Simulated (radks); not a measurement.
The numbers below are computed, except where a source is named.
Question: All-electron atom: the dysprosium ion Dy29+ in [Kr] 4d1. Level of theory: scalar-relativistic Kohn-Sham, RPBE, spin-polarised, spherical densities, finite nucleus; open shells are filled with parallel spins first (spin-orbit coupling, left out, can overturn this in heavy ions); Fermi nuclear charge, rms radius 5.2218 fm (a radial shooting solver on a logarithmic mesh with Libxc functionals). Some entries of the table are withheld. Estimate them.

| orbital | occ. | eigenvalue (eV) | <r> (bohr) | r(max) (bohr) |
|---|---|---|---|---|
| 1s up | 1 | -54697.93 | 0.02112 | 0.01338 |
| 1s down | 1 | -54697.92 | 0.02112 | 0.01338 |
| 2s up | 1 | -9981.930 | 0.08972 | 0.07602 |
| 2s down | 1 | -9981.006 | 0.08972 | 0.07602 |
| 2p up | 3 | -8975.868 | 0.07941 | 0.06168 |
| 2p down | 3 | -8975.139 | 0.07940 | 0.06168 |
| 3s up | 1 | -3001.750 | 0.2325 | 0.2145 |
| 3s down | 1 | -3001.313 | 0.2325 | 0.2145 |
| 3p up | 3 | -2692.542 | 0.2308 | 0.2105 |
| 3p down | 3 | -2692.043 | 0.2308 | 0.2105 |
| 3d up | 5 | -2301.659 | 0.2089 | 0.1715 |
| 3d down | 5 | -2300.885 | 0.2089 | 0.1716 |
| 4s up | 1 | -1295.479 | 0.4834 | 0.4701 |
| 4s down | 1 | -1292.661 | 0.4835 | 0.4701 |
| 4p up | 3 | -1182.530 | 0.4975 | (1) |
| 4p down | 3 | -1179.746 | 0.4977 | (2) |
| 4d up | 1 | -1033.901 | 0.5018 | 0.4812 |
| 4d down | 0 | -1031.155 | 0.5021 | 0.4811 |

Answer: 
(1) 4p up r(max) (bohr): 0.4831
(2) 4p down r(max) (bohr): 0.4831
